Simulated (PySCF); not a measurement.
## Radial density of C (carbon, neutral)

UHF, [He] 2s2 2p2, high-spin 3P determinant. All numbers are calculated (PySCF 2.14, the non-relativistic Hamiltonian (point nucleus), in aug-cc-pwCVQZ (9s8p6d4f2g, 109 functions)).

```tsv
r (bohr)	4πr²ρ (e/bohr)	4πr²(ρα − ρβ)
0.00413	0.02605	0.0000
0.00695	0.07115	0.0000
0.0117	0.1903	0.0001
0.0197	0.4892	0.0003
0.0331	1.180	0.0008
0.0556	2.553	0.0020
0.0936	4.615	0.0060
0.157	6.204	0.0224
0.265	5.149	0.0910
0.445	2.247	0.3315
0.749	1.696	0.8258
1.26	2.382	1.1092
2.12	1.249	0.6037
3.57	0.1727	0.0966
6.00	0.004004	0.0030
```
